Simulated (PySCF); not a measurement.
Computed properties of C₃H₅ClOSi, SMILES C1=CC[Si@@H](Cl)O1

C3H5ClOSi, SMILES Cl[Si@@H]1CC=CO1. Geometry: B3LYP-D3(BJ)/def2-SVP. The structure was generated by enumeration; whether it is a known compound was not checked. The values are those of a single conformer. All values are computed for the isolated molecule unless a solvent is named; none is compared with measurement here.

**Structure.** All 27 harmonic modes at B3LYP-D3(BJ)/def2-SVP (PySCF) are real, so it is a minimum. With heavy atoms numbered as in [Cl:1][Si@@H:2]1[CH2:3][CH:4]=[CH:5][O:6]1, the shortest bond between them is C4–C5 at 1.342 Å and the longest Cl1–Si2 at 2.073 Å.

**Vibrations.** The strongest infrared lines (harmonic, unscaled, degenerate partners summed) lie at 875 cm⁻¹ (163 km/mol, H 70 %, C 16 %, Si 10 %), 1055 cm⁻¹ (130 km/mol, H 44 %, C 29 %, O 27 %), 2290 cm⁻¹ (110 km/mol, H 97 %). The softest mode is at 86 cm⁻¹ and the zero-point energy is 47.3 kcal/mol.

**Electronic structure.** r2SCAN/def2-TZVP (PySCF) places the frontier levels at -5.82 and -0.46 eV, a gap of 5.36 eV, and gives a dipole moment of 1.92 D and a mean polarisability of 70.0 bohr³. PBE/def2-TZVP (PySCF) at the same geometry gives -5.62 and -0.72 eV, so its gap is 0.46 eV narrower. An orbital gap is neither the optical nor the fundamental gap.

**Excitations.** TDA-B3LYP/def2-SVPD (PySCF) has S1 at 5.77 eV (215 nm, f = 0.010, weak); the most intense of the 10 singlets computed lies at 6.66 eV (f = 0.06). T1 (TDA) is at 4.12 eV, 1.65 eV under S1. TDA-PBE/def2-SVPD (PySCF) puts S1 at 5.18 eV. No vertical singlet excitation falls in the visible range (under 3.1 eV).

**NMR.** GIAO shifts at PBE0/pcSseg-1 (PySCF) (non-relativistic, atoms alike by connectivity averaged): ¹³C from 21.3 to 160.0 ppm against TMS; ¹H from 2.0 to 7.0 ppm against TMS; ²⁹Si at 33.1 ppm against TMS. Without spin–orbit terms, shifts of atoms bonded to Cl or Br come out too high.

**Solvation.** SMD-ωB97X/def2-SVP (PySCF) gives -1.2 kcal/mol in water, -4.4 kcal/mol in ethanol, -4.5 kcal/mol in diethylether (1 M in both phases, gas-phase geometry).
